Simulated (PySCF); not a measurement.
## C₆ coefficients of unlike pairs at BHandHLYP

Calculated with PySCF 2.14 from the dipole response of each species, C₆(A,B) = (3/π) ∫ α_A(iu) α_B(iu) du, in atomic units, from isotropic polarisabilities. For ions this is the dispersion term alone; charge-induced terms of lower order in 1/R come first.

| species | configuration | basis | relativity | α (bohr³) | C₆ (like pair) |
| --- | --- | --- | --- | --- | --- |
| S | [Ne] 3s2 3p4 (3P) | aug-cc-pwCVTZ (8s7p5d3f) | none | 19.40 | 133.0 |
| Br⁺ | [Ar] 3d10 4s2 4p4 (3P) | aug-cc-pV5Z-PP with ECP10MDF (8s7p6d4f3g2h) | core potential | 12.41 | 76.59 |
| Sn⁺ | [Kr] 4d10 5s2 5p1 (2P) | aug-cc-pVQZ-DK3 (9s8p6d3f2g) | spin-free X2C | 27.14 | 207.1 |
| Ar⁺ | [Ne] 3s2 3p5 (2P) | aug-cc-pV(T+d)Z with one added diffuse shell each of s, p, d, f type (7s6p5d3f) | none | 6.903 | 31.09 |

Q: Estimate C₆ for Ar⁺ with S.

A: The integral gives 61.80. The combination rule 2 C_A C_B / (C_A α_B/α_A + C_B α_A/α_B) gives 61.40 and the geometric mean 64.30.

No spin-orbit coupling is included.

The other pairs:

| pair | C₆ |
| --- | --- |
| Ar⁺, Sn⁺ | 75.49 |
| Sn⁺, S | 165.1 |
| Br⁺, S | 99.65 |
| Ar⁺, Br⁺ | 48.42 |
| Sn⁺, Br⁺ | 122.5 |
